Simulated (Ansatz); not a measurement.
`C[O][GeH]([SH])[Cl]` + `CS[SiH](Cl)Cl` → `C[O][GeH]([Cl])[S]C` + `S[SiH](Cl)Cl`  (redistribution)

Calculated with Ansatz (gas phase, PBE0-D4/def2-TZVP geometries, no zero-point term in ΔE). CCSD(T)/CBS is the MP2 limit (def2-TZVPP, def2-QZVPP) plus CCSD(T) − MP2 in def2-TZVPP, frozen cores. DFT in def2-TZVPP. B3LYP here is the variant with VWN-RPA as its local correlation; programs differ in this. For Ge outer-core shells are correlated without core-valence functions, which leaves a few kJ/mol of doubt a bond. Scalar relativity is left out up to krypton. Each species was taken in one conformer, which may not be the lowest.

```json
{"level": "PBE-D4", "ΔE (kcal/mol)": "1.2", "difference from CCSD(T)/CBS": "0.4"}
{"level": "r2SCAN-D4", "ΔE (kcal/mol)": "1.0", "difference from CCSD(T)/CBS": "0.2"}
{"level": "PBE0-D4", "ΔE (kcal/mol)": "1.1", "difference from CCSD(T)/CBS": "0.3"}
{"level": "B3LYP-D4", "ΔE (kcal/mol)": "1.1", "difference from CCSD(T)/CBS": "0.3"}
{"level": "r2SCAN", "ΔE (kcal/mol)": "1.0", "difference from CCSD(T)/CBS": "0.2"}
{"level": "PBE0", "ΔE (kcal/mol)": "1.0", "difference from CCSD(T)/CBS": "0.2"}
{"level": "MP2/def2-TZVPP", "ΔE (kcal/mol)": "0.8", "difference from CCSD(T)/CBS": "0.0"}
{"level": "CCSD(T)/def2-TZVPP", "ΔE (kcal/mol)": "0.6", "difference from CCSD(T)/CBS": "-0.2"}
{"level": "SCS-MP2/def2-QZVPP", "ΔE (kcal/mol)": "0.7", "difference from CCSD(T)/CBS": "-0.1"}
{"level": "HF/CBS(def2)", "ΔE (kcal/mol)": "0.7", "difference from CCSD(T)/CBS": "-0.1"}
{"level": "CCSD(T)/CBS", "ΔE (kcal/mol)": "0.8", "difference from CCSD(T)/CBS": "0"}
```

Largest T1 diagnostic among the species: 0.011.
